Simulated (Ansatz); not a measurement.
C$_{4}$H$_{5}$F$_{3}$, SMILES `FC1CCC1(F)F`, relaxed with RKS PBE0-D4/def2-TZVP in Ansatz 0.2.0 from a PBE-D4/def2-SVP geometry. The force threshold is 0.005 eV/Å; the program also tests the step.

The species carries charge 0 and has multiplicity 1.

Start:

```xyz
12

F     1.648    0.969   -0.815
C     0.992    0.376    0.243
C     0.432   -1.019   -0.130
C    -0.952   -0.377   -0.446
C    -0.482    0.862    0.333
F    -0.909    0.839    1.635
F    -0.757    2.082   -0.182
H     1.599    0.484    1.168
H     0.963   -1.508   -0.967
H     0.404   -1.701    0.742
H    -1.072   -0.139   -1.520
H    -1.866   -0.868   -0.061
```

How much energy does the relaxation release, and in how many steps? (Estimate.)

The calculation gave: 4.52 kJ/mol, in 5 steps.

Which bonds change most? (Estimate.)

The calculation gave: C2–H8 from 1.111 to 1.091 Å; C4–H12 from 1.106 to 1.089 Å; C3–H9 from 1.106 to 1.088 Å; C3–H10 from 1.107 to 1.090 Å.

Give the relaxed structure. (An estimate is asked.)

Ansatz gave: 
```xyz
12

F     1.648    0.957   -0.795
C     0.982    0.370    0.249
C     0.431   -1.013   -0.133
C    -0.947   -0.376   -0.439
C    -0.478    0.856    0.326
F    -0.903    0.849    1.616
F    -0.754    2.063   -0.187
H     1.577    0.476    1.158
H     0.950   -1.485   -0.965
H     0.408   -1.693    0.719
H    -1.071   -0.146   -1.497
H    -1.842   -0.860   -0.052
```
